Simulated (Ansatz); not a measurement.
**Worked example: C2H9FSi2 + InHF2 → CH7FSi2 + In(CH3)F2**

Species: C2H9FSi2 `C[SiH](C)[SiH2]F`, singlet; InHF2 `[F][InH][F]`, singlet; CH7FSi2 `C[SiH2][SiH2]F`, singlet; In(CH3)F2, singlet. The partners trade CH3 for H: Si–CH3 and In–H bonds give way to Si–H and In–CH3.

Shapes, held fixed at every level: PBE0-D4/def2-TZVP. Flexible molecules stand in one conformer, not always the lowest. Programs: Ansatz 0.2.0. Electronic energies: no zero-point or thermal term.

At CCSD(T)/def2-TZVPP; 1 Eh = 2625.50 kJ/mol:

| species | energy (Eh) |
| --- | --- |
| C2H9FSi2 | -759.408021 |
| InHF2 | -389.616348 |
| CH7FSi2 | -720.152731 |
| In(CH3)F2 | -428.870467 |

**Question.** Work out ΔE of the reaction at this level.

**Answer.** 
1. Products less reactants: (-720.152731) + (-428.870467) − [(-759.408021) + (-389.616348)] = 0.001171 Eh = +3.1 kJ/mol.

Other levels give +1.5 (B2PLYP/def2-TZVPP) to +9.0 kJ/mol (r2SCAN-D4/def2-TZVPP). No measured value is set beside it here. For atoms past krypton def2 sets carry core potentials with scalar relativity. Outer-core shells of In are correlated, in sets that cover them unevenly. That is about zero within the method's error.
